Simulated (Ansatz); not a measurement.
Born–Oppenheimer molecular dynamics of C₃H₁₁NSSi (17 atoms, charge 0, multiplicity 1). It starts from a relaxed structure.

The calculation used UKS B3LYP-D4/STO-3G (Ansatz).

```
ensemble        : NVT, Nosé–Hoover chain
time step       : 1 fs
steps asked     : 97
set temperature : 2000 K
thermostat      : time constant 20 fs, chain length 5
masses          : H 2.014 u
seed            : 237228
```

First frame:

```xyz
17
Properties=species:S:1:pos:R:3
C 0.888 -2.430 -0.454
C 0.581 -0.925 -0.689
N 0.238 -0.259 0.635
C 0.110 1.260 0.439
Si -1.578 1.690 -0.322
S 0.393 2.087 2.057
H 1.767 -2.549 0.199
H 1.096 -2.933 -1.411
H 0.029 -2.923 0.026
H -0.293 -0.825 -1.359
H 1.445 -0.441 -1.198
H 1.121 -0.370 1.220
H 0.920 1.645 -0.219
H -1.778 1.015 -1.583
H -1.636 3.115 -0.549
H -2.627 1.313 0.595
H -0.697 1.529 2.652
```

Task: How far do the bonds stretch over the last three quarters of this one trajectory? (Pairs bonded in most of those frames.)

Result: 
```csv
bond,mean (Å),spread (Å),shortest,longest
C1–C2,1.566,0.059,1.47,1.68
C1–H7,1.109,0.027,1.05,1.18
C1–H8,1.119,0.055,1.02,1.22
C1–H9,1.125,0.089,0.99,1.27
C2–N3,1.553,0.042,1.48,1.64
C2–H10,1.128,0.096,0.98,1.28
C2–H11,1.140,0.088,0.96,1.33
N3–C4,1.561,0.047,1.50,1.64
N3–H12,1.090,0.089,0.95,1.22
C4–Si5,1.952,0.104,1.75,2.09
C4–S6,1.884,0.126,1.66,2.06
C4–H13,1.124,0.042,1.06,1.21
Si5–H14,1.540,0.205,1.18,1.87
Si5–H15,1.512,0.160,1.25,1.74
Si5–H16,1.467,0.091,1.33,1.63
S6–H17,1.363,0.008,1.35,1.38
```

Mean temperature of the second half: 1945 K. The conserved energy wandered by up to 10.1 meV per atom (net 6.6 meV per atom), which is poor conservation. A run of 0.097 ps of so small a system gives no equilibrium averages. Limits of this set-up: minimal basis.

The run took 11 min on 1 thread of Arm Neoverse V1, with other jobs on the host, peak memory 0.2 GiB.
